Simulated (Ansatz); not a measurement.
O$_{2}$Ti, charge -1, doublet, geometry from GFN2-xTB (such geometries of metal compounds can be far from the true shape) (the multiplicity is a formal guess) (a gas-phase anion, which may not be bound at this level); WB97X/6-31G** run with Ansatz (an electronic-structure program).

The Ansatz input:
Ansatz 0.2 input:
```yaml
crystal:
  periodic: [false, false, false]
  atoms:
    - {symbol: Ti, position_ang: [0.17671029, 0.03381783, 0.21252698]}
    - {symbol: O, position_ang: [0.89488978, 0.15312000, -1.27009293]}
    - {symbol: O, position_ang: [-1.38084307, -0.24611904, 0.68564374]}
basis:
  gaussian:
    orbitals: 6-31G__.json
hamiltonian:
  xc: {name: wB97X}
total_charge: -1
magnetization: {spin_polarized: true, initial_magnetization: 1}
```
The basis file holds 6-31G** in the JSON format of the Basis Set Exchange.

It wrote (shortened):

```
Functional definition: wB97X
626 factors; integrals over basis functions are off by at most 5.7e-4 eV
114 factors; integrals over basis functions are off by at most 2.4e-4 eV
mean field evaluation 1: about -27196.8452 eV, gradient 4.6e1 eV
mean field evaluation 2: about -26945.7186 eV, gradient 2.9e2 eV
mean field evaluation 4: about -27206.9947 eV, gradient 7.8e0 eV
mean field evaluation 8: about -27207.2767 eV, gradient 3.8e-1 eV
mean field evaluation 16: about -27207.2864 eV, gradient 2.7e-2 eV
mean field evaluation 32: about -27207.2865 eV, gradient 6.7e-5 eV
mean field -27207.28650785 eV, -999.8493374024 hartree, gradient 2.0e-5 eV, S^2 0.750658; 1 other end points of the search recorded, 0 dependent functions left out
reference -27207.28648314 eV, -999.8493364943 hartree; 20, 19 occupied and 46, 47 virtual orbitals, 626 factors
Total energy: -27207.28648314 eV, -999.8493364943 hartree
```
